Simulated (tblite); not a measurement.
C6H11FSi.
SMILES with atom numbers: `[CH2:1]=[CH:2][CH2:3][C@@:4]1([CH2:5][F:6])[CH2:7][SiH2:8]1` (hydrogens: H9, H10 on C1; H11 on C2; H12, H13 on C3; H14, H15 on C5; H16, H17 on C7; H18, H19 on Si8)

Computed with GFN2-xTB (tblite), gas phase: L-BFGS steps from a force-field or distance-geometry start until the largest atomic force falls under 0.01 eV/Å.

Step 14: E = -675.7833 eV
```
atom  x, y, z in Å  |  force x, y, z in eV/Å
C1      2.8073   -0.3905   -0.6008   -0.017  -0.006   0.003
C2      1.6734   -0.8261   -0.0824   -0.024   0.013   0.013
C3      0.7675    0.0074    0.7751    0.006   0.019   0.037
C4     -0.6337    0.2072    0.2121    0.038  -0.068  -0.024
C5     -0.6277    1.0001   -1.0676    0.020  -0.054  -0.035
F6     -0.2722    2.3132   -0.8253   -0.021  -0.009  -0.013
C7     -1.5856   -1.0033    0.2414    0.078   0.002  -0.035
Si8    -2.1235    0.3995    1.3713   -0.006   0.072   0.049
H9      3.1449    0.6245   -0.4644   -0.029  -0.004   0.030
H10     3.4583   -1.0277   -1.1757   -0.037  -0.009  -0.047
H11     1.3681   -1.8537   -0.2393   -0.062   0.041  -0.008
H12     0.6837   -0.4782    1.7511   -0.003   0.005   0.039
H13     1.2231    0.9893    0.9198    0.012   0.021   0.029
H14    -1.6180    1.0314   -1.5335    0.013  -0.005   0.005
H15     0.1092    0.6106   -1.7798    0.022   0.015  -0.049
H16    -2.1236   -1.2137   -0.6724    0.005   0.016  -0.043
H17    -1.1675   -1.9069    0.6610    0.026  -0.024   0.014
H18    -3.2222    1.2393    0.9417   -0.028   0.016  -0.021
H19    -1.8714    0.2867    2.7926    0.007  -0.040   0.057
```

Step 15: E = -675.7847 eV
```
atom  x, y, z in Å  |  force x, y, z in eV/Å
C1      2.8057   -0.3909   -0.6013   -0.007  -0.004   0.007
C2      1.6724   -0.8255   -0.0802   -0.028   0.012  -0.013
C3      0.7662    0.0094    0.7772    0.064  -0.019   0.027
C4     -0.6337    0.2059    0.2112    0.056  -0.045   0.006
C5     -0.6267    0.9974   -1.0685    0.015  -0.018  -0.018
F6     -0.2750    2.3112   -0.8264    0.007   0.010  -0.005
C7     -1.5843   -1.0044    0.2403    0.064   0.023  -0.019
Si8    -2.1222    0.4001    1.3714   -0.002   0.040   0.032
H9      3.1424    0.6248   -0.4623   -0.021  -0.029   0.019
H10     3.4564   -1.0288   -1.1783   -0.065   0.024  -0.021
H11     1.3643   -1.8521   -0.2411   -0.059   0.050   0.005
H12     0.6846   -0.4780    1.7530   -0.016   0.021   0.030
H13     1.2241    0.9908    0.9219   -0.011   0.007   0.025
H14    -1.6162    1.0316   -1.5325   -0.027  -0.032  -0.023
H15     0.1100    0.6097   -1.7808    0.034   0.005  -0.057
H16    -2.1204   -1.2127   -0.6752    0.002   0.007  -0.030
H17    -1.1646   -1.9072    0.6598    0.018  -0.030   0.013
H18    -3.2206    1.2405    0.9436   -0.035   0.018  -0.028
H19    -1.8722    0.2875    2.7933    0.011  -0.042   0.051
```

Step 16: E = -675.7860 eV
```
atom  x, y, z in Å  |  force x, y, z in eV/Å
C1      2.8038   -0.3914   -0.6016   -0.004  -0.002   0.008
C2      1.6710   -0.8247   -0.0784   -0.022   0.009  -0.027
C3      0.7661    0.0110    0.7799    0.091  -0.040   0.017
C4     -0.6324    0.2039    0.2103    0.058   0.003   0.030
C5     -0.6255    0.9944   -1.0698    0.011   0.017  -0.003
F6     -0.2776    2.3094   -0.8274    0.030   0.018  -0.002
C7     -1.5815   -1.0052    0.2386    0.027   0.030   0.008
Si8    -2.1205    0.4014    1.3717    0.009  -0.004   0.001
H9      3.1395    0.6245   -0.4597   -0.006  -0.042   0.010
H10     3.4531   -1.0296   -1.1813   -0.080   0.046  -0.006
H11     1.3592   -1.8496   -0.2427   -0.056   0.046   0.014
H12     0.6853   -0.4773    1.7556   -0.024   0.030   0.022
H13     1.2249    0.9926    0.9247   -0.025  -0.005   0.021
H14    -1.6150    1.0312   -1.5322   -0.046  -0.057  -0.038
H15     0.1113    0.6088   -1.7829    0.036   0.002  -0.056
H16    -2.1173   -1.2113   -0.6785    0.013   0.002  -0.003
H17    -1.1616   -1.9080    0.6589    0.004  -0.023   0.003
H18    -3.2197    1.2418    0.9450   -0.029   0.012  -0.029
H19    -1.8729    0.2875    2.7948    0.013  -0.041   0.031
```

Step 17: E = -675.7874 eV
```
atom  x, y, z in Å  |  force x, y, z in eV/Å
C1      2.8015   -0.3920   -0.6016   -0.007   0.002   0.007
C2      1.6691   -0.8237   -0.0768   -0.012   0.002  -0.028
C3      0.7675    0.0122    0.7832    0.074  -0.039   0.007
C4     -0.6296    0.2018    0.2096    0.041   0.055   0.040
C5     -0.6240    0.9915   -1.0716    0.009   0.041   0.006
F6     -0.2800    2.3077   -0.8285    0.046   0.016  -0.005
C7     -1.5779   -1.0057    0.2370   -0.011   0.025   0.034
Si8    -2.1181    0.4030    1.3720    0.017  -0.043  -0.027
H9      3.1363    0.6235   -0.4567    0.015  -0.037   0.005
H10     3.4479   -1.0297   -1.1848   -0.076   0.051  -0.006
H11     1.3524   -1.8461   -0.2443   -0.054   0.028   0.016
H12     0.6858   -0.4760    1.7591   -0.025   0.031   0.015
H13     1.2252    0.9944    0.9283   -0.025  -0.013   0.016
H14    -1.6143    1.0296   -1.5327   -0.036  -0.078  -0.038
H15     0.1132    0.6080   -1.7861    0.024   0.007  -0.039
H16    -2.1138   -1.2096   -0.6818    0.029  -0.002   0.030
H17    -1.1584   -1.9090    0.6581   -0.012  -0.009  -0.011
H18    -3.2191    1.2431    0.9459   -0.011   0.000  -0.026
H19    -1.8735    0.2864    2.7967    0.013  -0.039   0.001
```

Q: Estimate the geometry and energy of step 18. (The exact step hangs on the optimiser's Hessian estimate; all steps are aligned on step 17, rigid shifts and turns removed.)

A: E = -675.7888 eV, largest force 0.090 eV/Å
```
atom  x, y, z in Å  |  force x, y, z in eV/Å
C1      2.7991   -0.3925   -0.6015   -0.013   0.007   0.004
C2      1.6672   -0.8228   -0.0758   -0.006  -0.005  -0.015
C3      0.7701    0.0128    0.7865    0.022  -0.015   0.003
C4     -0.6261    0.2007    0.2096    0.009   0.084   0.032
C5     -0.6223    0.9893   -1.0734    0.008   0.047   0.010
F6     -0.2814    2.3063   -0.8295    0.052   0.011  -0.015
C7     -1.5746   -1.0057    0.2360   -0.027   0.016   0.047
Si8    -2.1155    0.4042    1.3719    0.013  -0.058  -0.036
H9      3.1334    0.6219   -0.4536    0.037  -0.016   0.005
H10     3.4415   -1.0289   -1.1886   -0.053   0.038  -0.023
H11     1.3449   -1.8422   -0.2455   -0.050   0.000   0.011
H12     0.6858   -0.4741    1.7628   -0.019   0.024   0.011
H13     1.2250    0.9959    0.9323   -0.010  -0.014   0.012
H14    -1.6142    1.0266   -1.5339   -0.005  -0.087  -0.023
H15     0.1153    0.6074   -1.7901    0.001   0.018  -0.009
H16    -2.1101   -1.2079   -0.6842    0.041  -0.005   0.053
H17    -1.1557   -1.9100    0.6574   -0.024   0.006  -0.020
H18    -3.2186    1.2439    0.9462    0.012  -0.016  -0.019
H19    -1.8738    0.2842    2.7983    0.012  -0.034  -0.028
```

The energy changes by -0.0013 eV. The first-order estimate −F·Δx gives -0.0019 eV and the mean of the old and new forces, exact on a quadratic surface, -0.0013 eV. The step makes an angle of 65° with the force vector and moves no atom by more than 0.009 Å.

The cost below is that of the whole relaxation. Hardware: one thread of an Arm Neoverse N1, shared host with 64 logical CPUs at a one-minute load of 43. Cost: 0.67 s.
